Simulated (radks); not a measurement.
Spin polarisation of the 5p2 shell in I3+. Start: [Kr] 4d10 5s2 5p(up 1, down 1); electrons of 5p are moved from spin down to spin up, other shells keep equal spins. Method: scalar-relativistic Kohn-Sham, BLYP, spin-polarised, spherical densities, point nucleus; computed with a radial shooting solver on a logarithmic mesh with Libxc functionals.

\begin{tabular}{lrrrrr}
moment (Bohr magnetons) & E - E(0) (eV) & e(5p up) (eV) & e(5p down) (eV) & 5s down minus up (eV) & 4d down minus up (eV) \\ \hline
0 & 0.000 & -34.223 & -34.223 & 0.000 & 0.000 \\
0.5 & -0.054 & -34.431 & -33.997 & 0.417 & 0.075 \\
1 & -0.216 & -34.617 & -33.761 & 0.824 & 0.151 \\
1.5 & -0.480 & -34.778 & -33.523 & 1.215 & 0.225 \\
2 & -0.841 & -34.916 & -33.293 & 1.582 & 0.299 \\
\end{tabular}

At moment 2 the spin-polarisation energy is -0.841 eV and the 5p exchange splitting 1.623 eV, that is 0.812 eV per Bohr magneton; E = -I m^2/4 would give I = 0.841 eV.
